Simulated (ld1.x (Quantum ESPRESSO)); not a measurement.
# Pseudopotential generation for nickel: ultrasoft, PBEsol, scalar-relativistic.

ld1.x (Quantum ESPRESSO) 7.5 input, shortened:

```
&input
   title='Ni', zed=28., rel=1, dft='PBESOL', iswitch=3,
   config='[Ar] 3d8.5 4s1.5 4p0'
 /
 &inputp
   pseudotype=3, tm=.true., lloc=-1, rcloc=2.45,
   nlcc=.true., new_core_ps=.true., rcore=1.20
 /
6
4S  1  0   1.50   0.00  1.55  2.05  0.0
4S  1  0   0.00   0.10  1.55  2.05  0.0
4P  2  1   0.00   0.00  2.05  2.75  0.0
4P  2  1   0.00   1.45  2.05  2.75  0.0
3D  3  2   8.50   0.00  1.00  1.30  0.0
3D  3  2   0.00   0.50  1.00  1.30  0.0
 &test
   configts(1)='3d8.5 4s1.5 4p0'
 /
```

Does the generator finish with these settings?

Yes, a potential is produced and its reference levels are reproduced.

Estimate the cutoffs (Ry, on a coarse ladder) from which the occupation-weighted sum of valence levels, in a spherical-Bessel basis at the reference potential, stays within 10 and 1 mRy of its value at 400 Ry.

70 Ry and 110 Ry.

What does a ghost test show?

No extra level below or beside the all-electron valence levels (s, p, d, f tested).

Is the overlap operator S = 1 + Σ q|β⟩⟨β| positive definite (Bessel basis up to 400 Ry)?

Yes: its lowest eigenvalue is 0.39 (s channel).

Which valence shell sets the plane-wave cutoff?

3d: its level needs 70 Ry to come within 1 mRy, against 8 Ry for 4s.

Tests: 3d8 4s2 4p0; 3d8 4s1 4p0; 3d8 4s0 4p0; 3d8 4s1 4p1; 3d9 4s1 4p0; 3d8 4s0 4p1; 3d7 4s2 4p0. Which has the largest error in its energy relative to the reference configuration, and how large is it?

3d7 4s2 4p0, with -378 meV (all-electron minus pseudo) on +17.34 eV.
